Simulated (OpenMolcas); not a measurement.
Al2+: effect of the basis set

- Program: OpenMolcas 26.06
- Method: SS-CASPT2, IPEA 0.25 Eh, imaginary shift 0.1 Eh (closed shells correlated: 2s 2p)
- Active space: 1 electron in 4 orbitals (3s 3p)
- State averaging: 2S+1 = 2 even, 1 root; 2S+1 = 2 odd, 3 roots
- Spin-orbit coupling: RASSI with atomic mean-field integrals over the reference wave functions, term energies averaged over their components

A. ANO-RCC-VDZP [4s3p1d], DKH2, point nucleus; CASPT2 step about 0.7 core-seconds
B. ANO-L-VTZP [5s4p2d1f], non-relativistic, point nucleus; CASPT2 step of the order of 0.8 core-seconds
C. ANO-RCC-VTZP [5s4p2d1f], DKH2, point nucleus; CASPT2 step of the order of 0.6 core-seconds
D. ANO-R2 [5s5p3d1f], X2C, finite nucleus; CASPT2 step about 0.8 core-seconds
E. ANO-RCC-VQZP [6s5p3d2f1g], DKH2, point nucleus; CASPT2 step roughly 0.6 core-seconds
F. ANO-R3 [6s5p4d2f1g], X2C, finite nucleus; CASPT2 step about 0.8 core-seconds

Energies in cm-1 above 3s 2S 1/2, the measured ground level; measured values from NIST levels in Kelleher and Podobedova, J. Phys. Chem. Ref. Data 37, 709 (2008).

```
     Level      A      B      C      D      E      F  Measured
 3s 2S 1/2    0.0    0.0    0.0    0.0    0.0    0.0       0.0
3p 2P* 1/2  56609  52797  53514  52994  53589  53731     53683
3p 2P* 3/2  56815  52971  53705  53187  53780  53924     53917
```

Deviations, from unrounded energies. A percentage is the sum of absolute deviations over the sum of measured energies, with the sign that they share, or ± where signs differ.

```json
{"Against measurement": "mean absolute deviation (cm-1)", "Levels": "2", "A": "2900", "B": "920", "C": "190", "D": "710", "E": "120", "F": "27"}
{"Against measurement": "other configurations (%)", "Levels": "2", "A": "+5.4", "B": "-1.7", "C": "-0.4", "D": "-1.3", "E": "-0.2", "F": "+0.1"}
```

F lies closest to measurement on these levels and A furthest from it. The largest miss of F in the table is 3p 2P* 1/2, by +48 cm-1. The ranking rests on the paired levels alone, and a cruder setting can come out closer through cancelling errors.

Among A to F the level of the table that moves most is 3p 2P* 3/2, by 3800 cm-1 (lowest in B, highest in A).

With one active electron, CASPT2 adds the correlation within the correlated inactive shells and between them and that electron, and leaves the splitting within a term as the reference gives it. Measured partners are found by configuration, term and J. A level has none where our copy of the source lacks it or the pairing is in doubt (some pairs that miss far off the trend of their configuration count as doubtful), and it then counts in no deviation. Only configurations of the active space appear.

* marks odd parity.
